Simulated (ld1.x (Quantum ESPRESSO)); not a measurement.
u(r) = r·R(r): atom against pseudo-atom (B (Z = 5))

Columns: radius, all-electron u(r) and pseudo u(r) of the 2p shell (level -13.25 eV) of boron in the configuration [He] 2s2 2p0; PBEsol, scalar-relativistic, PAW scheme, ld1.x (Quantum ESPRESSO) 7.5.

| r (bohr) | all-electron | pseudo |
| --- | --- | --- |
| 0.155 | 0.0705 | 0.0102 |
| 0.310 | 0.2035 | 0.0400 |
| 0.465 | 0.3399 | 0.0871 |
| 0.620 | 0.4583 | 0.1481 |
| 0.775 | 0.5526 | 0.2183 |
| 0.930 | 0.6240 | 0.2928 |
| 1.085 | 0.6728 | 0.3663 |
| 1.240 | 0.7004 | 0.4339 |
| 1.395 | 0.7098 | 0.4915 |
| 1.550 | 0.7042 | 0.5359 |
| 1.705 | 0.6869 | 0.5653 |
| 1.860 | 0.6605 | 0.5790 |
| 2.015 | 0.6278 | 0.5778 |
| 2.170 | 0.5908 | 0.5635 |
| 2.325 | 0.5513 | 0.5386 |
| 2.480 | 0.5108 | 0.5063 |
| 2.635 | 0.4705 | 0.4695 |
| 2.790 | 0.4311 | 0.4312 |
| 2.945 | 0.3934 | 0.3935 |
| 3.100 | 0.3577 | 0.3577 |
| 3.255 | 0.3242 | 0.3242 |
| 3.410 | 0.2930 | 0.2930 |
| 3.565 | 0.2641 | 0.2641 |
| 3.720 | 0.2375 | 0.2375 |
| 3.875 | 0.2131 | 0.2131 |
| 4.030 | 0.1908 | 0.1908 |

(1) How many radial nodes do the two functions have?

(2) At about which radius was the pseudo-wave matched?

(3) Is the pseudo-wave norm-conserving?

Results:

(1) The all-electron 2p function has n − l − 1 = 0; the pseudo-wave has 0.

(2) 3.10 bohr. The columns agree to 0.0005 from 2.79 bohr on; several derivatives are matched, so the curves merge somewhat inside the radius.

(3) No, it belongs to a PAW set: the norm inside the radius is not constrained, and the difference is carried by the augmentation charge.
